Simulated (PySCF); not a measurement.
# Spinor energies of Ne (neon, neutral)

Start: [Ne]. Calculated with PySCF 2.14 in x2c-SVPall-2c: generalised Hartree-Fock with the X2C-1e Hamiltonian and a Gaussian nucleus; one run each with spin-orbit coupling (SO) switched off, then screened by Boettger's factors.

```csv
spinor shell,electrons,"ε, spin-free (eV)","ε, screened SO (eV)",weight of nominal j (screened SO),"rms radius, screened SO (bohr)"
1s1/2,2,-892.30,-892.30,1.000,0.183
2s1/2,2,-51.366,-51.366,1.000,0.991
2p1/2,2,-22.806,-22.883,1.000,1.08
```

Question: Where does 2p3/2 lie, and what is the 2p spin-orbit splitting (screened SO)?

Answer: At -22.767 eV, 0.116 eV above 2p1/2.

```csv
quantity,spin-free,screened SO
E (hartree),-128.51202,-128.51203
M_J,0,0
⟨J²⟩,0.000,0.000
⟨L²⟩,0.000,0.000
⟨S²⟩,0.000,0.000
```

Without spin-orbit coupling the j labels of p, d and f shells carry no meaning; the spin-free column gives the mean over the occupied spinors of each nl shell.
